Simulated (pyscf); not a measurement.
H₃C–Si:–CH₃ [singlet] → H₂C=SiH–CH₃, a hydrogen shift (singlet surface; C–H broken, H–Si formed). PySCF, gas phase, ωB97X-D3(BJ)/def2-SVP geometries. MP2 and CC: frozen core, UHF for open shells. ΔMP2 is the change of the MP2 total energy from the triple- to the quadruple-zeta basis. Energies in kcal/mol from the reactant's lowest minimum found.

Small-basis levels: PySCF, no dispersion term, spherical d functions. Cost: rough CPU time at the saddle relative to B3LYP/6-31G*, from one job on a shared machine.

| level | barrier | reaction energy | cost |
|---|---|---|---|
| HF/6-31G* | 52.5 | +5.0 | 0.08 |
| MP2/6-31G* | 43.7 | -1.0 | 0.10 |
| B3LYP/STO-3G | 54.6 | +9.2 | 0.5 |
| B3LYP/3-21G | 45.0 | +5.8 | 0.7 |
| B3LYP/LANL2DZ | 40.7 | -1.7 | 0.7 |
| B3LYP/6-31G* | 39.2 | +0.2 | 1 |
| B3LYP/6-311+G** | 38.2 | -1.0 | 2 |
| PBE/def2-SVP | 33.8 | -2.1 | 2 |
| B3LYP/def2-SVP | 38.3 | -1.1 | 1 |
| CCSD(T)/def2-TZVPP + ΔMP2(QZVPP) | 38.2 | -2.1 | – |

Against the last row the barrier runs from -4.4 (PBE/def2-SVP) to +16.5 kcal/mol (B3LYP/STO-3G). CCSD(T)/def2-TZVPP + ΔMP2(QZVPP) has limits of its own. H₃C–Si:–CH₃ [singlet] lies 7.4 kcal/mol over its isomer H₂C=CH–SiH₃, and others may lie lower still (electronic energy, ωB97M-D3(BJ)). H₂C=SiH–CH₃ lies 7.5 kcal/mol over its isomer H₂C=CH–SiH₃, and others may lie lower still (electronic energy, ωB97M-D3(BJ)). One saddle was located; it need not be the lowest between these sides. The CCSD(T) − MP2 part came from Ansatz, without density fitting, on the same reference.
